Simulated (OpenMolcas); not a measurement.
**Ionisation energies of bromine**

```yaml
Program: OpenMolcas
Basis: ANO-RCC-VDZP [5s4p2d]
Scalar_Hamiltonian: DKH2, point nucleus
Spin-orbit_coupling: RASSI with atomic mean-field integrals over the reference wave functions, term energies averaged over their components
```

Active shells in each charge state: the valence s, p shells, with orbitals averaged over the low states. Where CASPT2's correlated closed shells are named, they are those of the first ion.

A. CASSCF
B. SS-CASPT2, IPEA 0.25 Eh, imaginary shift 0.1 Eh (closed shells correlated: 3d)
C. SS-CASPT2, IPEA 0.25 Eh, imaginary shift 0.1 Eh (closed shells correlated: none)
D. SS-CASPT2, IPEA 0.25 Eh, imaginary shift 0.1 Eh (closed shells correlated: 3s 3p 3d)
E. SS-CASPT2, IPEA 0 Eh, imaginary shift 0.1 Eh (closed shells correlated: 3d)

Energies in eV between the lowest computed levels, named as in B; reference values from the NIST Atomic Spectra Database with their kind.

| From | To | A | B | C | D | E | Spin-orbit share in B | Reference |
| --- | --- | --- | --- | --- | --- | --- | --- | --- |
| Br3+ 4s2 4p2 3P0 | Br4+ 4s2 4p 2P* 1/2 | 46.052 | 46.564 | 46.528 | 46.552 | 46.645 | +0.057 | 47.782 (measured) |
| Br4+ 4s2 4p 2P* 1/2 | Br5+ 4s2 1S0 | 58.392 | 58.919 | 58.889 | 58.906 | 58.990 | +0.415 | 59.595 (measured) |
| Br5+ 4s2 1S0 | Br6+ 4s 2S 1/2 | 86.499 | 86.575 | 86.526 | 86.562 | 86.575 | +0.000 | 87.390 (measured) |
| Br6+ 4s 2S 1/2 | Br7+ 3d10 1S0 | 101.748 | 101.796 | 101.748 | 101.790 | 101.797 | +0.000 | 103.030 (semi-empirical) |

Steps that some method lacks are left out, and so are those with a state whose active s or d shell is doubly occupied in every root (s and p with five to eight electrons, d10) over a frozen core shell of the same l, since the two then mix freely.

Error against the reference values, in %:

| From | Reference | A | B | C | D | E |
| --- | --- | --- | --- | --- | --- | --- |
| Br3+ | measured | -3.6 | -2.5 | -2.6 | -2.6 | -2.4 |
| Br4+ | measured | -2.0 | -1.1 | -1.2 | -1.2 | -1.0 |
| Br5+ | measured | -1.0 | -0.9 | -1.0 | -0.9 | -0.9 |
| Br6+ | semi-empirical | -1.2 | -1.2 | -1.2 | -1.2 | -1.2 |

Mean absolute error over the 3 measured values: A 1.27 eV, B 0.90 eV, C 0.94 eV, D 0.92 eV, E 0.85 eV.

* marks odd parity.
